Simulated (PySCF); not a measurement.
C4H3BF2O.
Numbering: `[O:1]=[CH:2][C:3]1([B:4]([F:5])[F:6])[CH:7]=[CH:8]1` (hydrogens: H9 on C2; H10 on C7; H11 on C8)

Torsions of this conformer, `[O:1]=[CH:2][C:3]1([B:4]([F:5])[F:6])[CH:7]=[CH:8]1`: O1–C2–C3–B4 180°, C2–C3–B4–F5 0°.

The closed-shell ground state was solved at several levels (PySCF, density fitting, gas phase, non-relativistic). Geometry: GFN2-xTB, one conformer, isolated molecule.

| level | basis functions | total energy (Eh) | HOMO (eV) | LUMO (eV) | gap (eV) | dipole (D) |
| --- | --- | --- | --- | --- | --- | --- |
| PBE0/pcSseg-1 | 151 | -453.4884 | -7.44 | -1.10 | 6.34 | 1.85 |
| CAM-B3LYP/def2-SVPD | 193 | -453.5292 | -9.02 | -0.08 | 8.94 | 1.87 |

Task: What might B3LYP/pcJ-1 (246 basis functions) give for the same quantities?

Result: Total energy -454.0281 Eh, HOMO -7.19 eV, LUMO -1.33 eV, gap 5.86 eV, dipole 1.87 D.

Task: Over all these levels, which gives the widest orbital gap and which the narrowest?

Result: CAM-B3LYP/def2-SVPD (range-separated hybrid) has the widest, 8.94 eV, and B3LYP/pcJ-1 (global hybrid, 20 % exact exchange) the narrowest, 5.86 eV. Functional and basis both differ between the two, so the spread mixes both effects.

Task: How far do the dipole and the HOMO energy spread over the levels?

Result: The dipole runs from 1.85 to 1.87 D (mean 1.86 D) and the HOMO from -9.02 to -7.19 eV.
